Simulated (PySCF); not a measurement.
A structure optimised at ωB97X-D3(BJ)/def2-TZVP, used in a PySCF frequency run:

```xyz
6

C      0.0503    -1.5739     0.0000
C     -0.1062    -0.3138     0.0000
C      0.0170     1.1332     0.0000
H      1.0852     1.3816     0.0000
H     -0.4259     1.5726     0.8965
H     -0.4259     1.5726    -0.8965
```
Charge 0, spin multiplicity 2.

Write its SMILES, formula and point group.

[C]#CC, C₃H₃, Cs

What are its rotational constants (standard atomic weights)?

151.29, 9.2948, 9.2778 GHz
